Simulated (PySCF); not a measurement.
## From computed data to an observable: entropy of an ideal gas

AgI, SMILES [Ag][I], multiplicity 1.

Coordinates come from a PBE-D3(BJ)/def2-TZVP optimisation. The multiplicity is an assumed one; other spin states were not compared. The def2 effective core potentials stand for the cores of Ag, I; spin–orbit coupling is left out.

PBE-D3(BJ)/def2-TZVP (PySCF 2.14.0) gives the harmonic wavenumbers 196 cm⁻¹ and the rotational temperature 0.0631 K. The molar mass is 234.77 g/mol, the symmetry number 1, the spin multiplicity 1.

Problem. Work out the entropy at 298.15 K and 1 atm in the rigid-rotor, harmonic-oscillator model.

Solution. 
Translation (Sackur–Tetrode at 1 atm): S = R[1.5 ln M + 2.5 ln T − 1.16487] = 176.8 J/(mol K).
Rotation: q = T/(σ θ) = 4730, S = R[ln q + 1] = 78.7 J/(mol K).
Vibration: with u = 1.4388 ν/T, each mode gives R[u/(e^u − 1) − ln(1 − e^−u)]:
```tsv
ν (cm⁻¹)	modes	u	S (J/(mol K))
196	1	0.95	9.08
```
These are all the modes. Sum 9.1 J/(mol K).
Spin: R ln 1 = 0.0 J/(mol K).
Total 264.6 J/(mol K); the program's own thermochemistry gives 264.6. Translation makes up 67 % and vibration 3 %. Anharmonicity, hindered rotation and orbital degeneracy are left out.
